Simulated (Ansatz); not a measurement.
Start from `C=C[Se]CO` and change one atom or group to get `C=C[Se][GeH3]`.

Ansatz, PBE0-D4/def2-TZVP geometries, multiplicity 1. Each molecule was computed in one conformer, which needn't be the lowest.

Scalar relativity is left out up to krypton.

```
                                                                                  property  `C=C[Se]CO`
                                                       LUMO energy (B3LYP/def2-TZVPP) / eV        -0.62
                                                       HOMO energy (B3LYP/def2-TZVPP) / eV        -6.15
                                            zero-point energy (PBE0-D4/def2-TZVP) / kJ/mol        223.6
ideal-gas entropy at 298 K and 1 bar (rigid rotor, harmonic PBE0-D4/def2-TZVP) / J/(mol·K)          353
                                                         LUMO energy (PBE/def2-TZVPP) / eV        -1.34
                                                     LUMO energy (ωB97M-V/def2-TZVPP) / eV         1.62
```

(1) What does the change do to each property? (Best estimate.)

## Answers

(1) Computed: 
```
                                                                                  property  `C=C[Se][GeH3]`  shift
                                                       LUMO energy (B3LYP/def2-TZVPP) / eV            -0.66  -0.04
                                                       HOMO energy (B3LYP/def2-TZVPP) / eV            -6.25  -0.10
                                            zero-point energy (PBE0-D4/def2-TZVP) / kJ/mol            174.1  -49.5
ideal-gas entropy at 298 K and 1 bar (rigid rotor, harmonic PBE0-D4/def2-TZVP) / J/(mol·K)              362      9
                                                         LUMO energy (PBE/def2-TZVPP) / eV            -1.35  -0.01
                                                     LUMO energy (ωB97M-V/def2-TZVPP) / eV             1.49  -0.13
```

The zero-point energy changes by -49.5 kJ/mol with -3 modes. Modes under 60 cm⁻¹, often nearly free rotors, make the harmonic entropy too high.

B3LYP here is the variant with VWN-RPA as its local correlation; programs differ in this.

Spin–orbit coupling is left out; it splits and shifts lone-pair levels of the heavy atoms by tenths of an eV.
